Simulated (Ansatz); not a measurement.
Species: sum formula MoOCl (charge 0, quartet). The spin state was set by rule; other spins were not relaxed. 
Structure (B3LYP-D3(BJ)/def2-TZVP (Ansatz, a first-principles code) minimum search):
SMILES: [Cl][Mo]=[O]
```xyz
3

Mo     0.3924     0.2075     0.1089
O      1.8430    -0.3928    -0.4837
Cl    -1.8367    -0.3278    -0.0413
```
Charge 0, spin multiplicity 4.

Quantity: vertical ionisation energy (to the triplet state of charge +1; each state is the SCF solution reached for its spin; the UHF <S^2> is 2.60 for the triplet (pure: 2.00) and 4.10 for the quartet (pure: 3.75); for the triplet T1 is 0.080; for the quartet T1 is 0.050), in eV. Correlated levels leave the core frozen unless marked. UHF or UKS for open shells. Spin-orbit coupling is left out. The frozen core is the preceding noble-gas configuration, with the filled d and f shells of earlier blocks. In def2 rows, elements after Kr have scalar-relativistic effective core potentials. CBS marks a two-point X^-3 extrapolation of the correlation energy; Hartree-Fock from the larger set. [CCSD(T)-MP2]/basis is that difference in the basis named. The program attaches cautions to a run behind HF/def2-TZVPPD: large difference. The program attaches cautions to a run behind RI-MP2/CBS(def2-TZVPPD,def2-QZVPPD): large difference. The program attaches cautions to a run behind SCS-MP2/def2-SVPD: large difference. The program attaches cautions to a run behind SCS-MP2/def2-TZVPPD: large difference. The program attaches cautions to a run behind CCSD/def2-SVPD: large difference. The program attaches cautions to a run behind CCSD(T)/def2-TZVPPD: large difference. The program attaches cautions to a run behind RI-MP2/CBS(def2-TZVPPD,def2-QZVPPD)+[CCSD(T)-MP2]/def2-SVPD: large difference. The program attaches cautions to a run behind RI-MP2/CBS(def2-TZVPPD,def2-QZVPPD)+[CCSD(T)-MP2]/def2-TZVPPD: large difference.

```json
[
 {"level": "HF/def2-TZVPPD", "program": "Ansatz", "vertical ionisation energy (eV)": "8.37", "minus last row": "-0.22"},
 {"level": "HF/def2-QZVPPD", "program": "Ansatz", "vertical ionisation energy (eV)": "8.35", "minus last row": "-0.24"},
 {"level": "SVWN5/def2-TZVPD", "program": "Ansatz", "vertical ionisation energy (eV)": "8.61", "minus last row": "0.02"},
 {"level": "PBE/def2-TZVPD", "program": "Ansatz", "vertical ionisation energy (eV)": "8.43", "minus last row": "-0.16"},
 {"level": "r2SCAN/def2-TZVPD", "program": "Ansatz", "vertical ionisation energy (eV)": "8.70", "minus last row": "0.11"},
 {"level": "B3LYP/def2-TZVPD", "program": "Ansatz", "vertical ionisation energy (eV)": "8.62", "minus last row": "0.03"},
 {"level": "PBE0/def2-TZVPD", "program": "Ansatz", "vertical ionisation energy (eV)": "8.65", "minus last row": "0.06"},
 {"level": "BHLYP/def2-TZVPD", "program": "Ansatz", "vertical ionisation energy (eV)": "8.70", "minus last row": "0.11"},
 {"level": "CAM-B3LYP/def2-TZVPD", "program": "Ansatz", "vertical ionisation energy (eV)": "8.72", "minus last row": "0.13"},
 {"level": "wB97M-V/def2-TZVPD", "program": "Ansatz", "vertical ionisation energy (eV)": "8.58", "minus last row": "-0.01"},
 {"level": "wB97X-V/def2-TZVPD", "program": "Ansatz", "vertical ionisation energy (eV)": "8.53", "minus last row": "-0.06"},
 {"level": "B2PLYP/def2-TZVPD", "program": "Ansatz", "vertical ionisation energy (eV)": "8.35", "minus last row": "-0.24"},
 {"level": "RI-MP2/def2-TZVPPD", "program": "Ansatz", "vertical ionisation energy (eV)": "9.17", "minus last row": "0.58"},
 {"level": "RI-MP2/def2-QZVPPD", "program": "Ansatz", "vertical ionisation energy (eV)": "9.23", "minus last row": "0.64"},
 {"level": "RI-MP2/CBS(def2-TZVPPD,def2-QZVPPD)", "program": "Ansatz", "vertical ionisation energy (eV)": "9.29", "minus last row": "0.70"},
 {"level": "SCS-MP2/def2-SVPD", "program": "Ansatz", "vertical ionisation energy (eV)": "8.96", "minus last row": "0.37"},
 {"level": "SCS-MP2/def2-TZVPPD", "program": "Ansatz", "vertical ionisation energy (eV)": "8.97", "minus last row": "0.38"},
 {"level": "CCSD/def2-SVPD", "program": "Ansatz", "vertical ionisation energy (eV)": "8.54", "minus last row": "-0.05"},
 {"level": "CCSD(T)/def2-TZVPPD", "program": "Ansatz", "vertical ionisation energy (eV)": "8.47", "minus last row": "-0.12"},
 {"level": "RI-MP2/CBS(def2-TZVPPD,def2-QZVPPD)+[CCSD(T)-MP2]/def2-SVPD", "program": "Ansatz", "vertical ionisation energy (eV)": "8.63", "minus last row": "0.04"},
 {"level": "RI-MP2/CBS(def2-TZVPPD,def2-QZVPPD)+[CCSD(T)-MP2]/def2-TZVPPD", "program": "Ansatz", "vertical ionisation energy (eV)": "8.59", "minus last row": "0.00"}
]
```
